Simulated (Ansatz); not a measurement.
Start from `O[Si]1(Cl)BN1` and change one atom or group to get `O[SiH]1BN1`.

Ansatz, PBE0-D4/def2-TZVP geometries, multiplicity 1. Each molecule was computed in one conformer, which needn't be the lowest.

```csv
property,`O[Si]1(Cl)BN1`
HOMO energy (PBE/def2-TZVPP) / eV,-6.07
size of the dipole moment (PBE/def2-TZVPP) / D,1.56
HOMO energy (ωB97M-V/def2-TZVPP) / eV,-9.37
HOMO energy (PBE0/def2-TZVPP) / eV,-7.26
LUMO energy (ωB97M-V/def2-TZVPP) / eV,1.38
zero-point energy (PBE0-D4/def2-TZVP) / kJ/mol,118.6
```

(1) What does the change do to each property? (Best estimate.)

Results:

(1) Computed: 
| property | `O[SiH]1BN1` | shift |
| --- | --- | --- |
| HOMO energy (PBE/def2-TZVPP) / eV | -5.79 | 0.28 |
| size of the dipole moment (PBE/def2-TZVPP) / D | 2.13 | 0.57 |
| HOMO energy (ωB97M-V/def2-TZVPP) / eV | -9.06 | 0.31 |
| HOMO energy (PBE0/def2-TZVPP) / eV | -6.94 | 0.32 |
| LUMO energy (ωB97M-V/def2-TZVPP) / eV | 1.57 | 0.19 |
| zero-point energy (PBE0-D4/def2-TZVP) / kJ/mol | 134.9 | 16.3 |

With PBE0 the HOMO rises by 0.32 eV and the LUMO rises by 0.25 eV, so the gap narrows by about 0.07 eV. PBE moves the HOMO by 0.28 eV and ωB97M-V by 0.31 eV. Dipoles are sizes alone; their direction can turn.
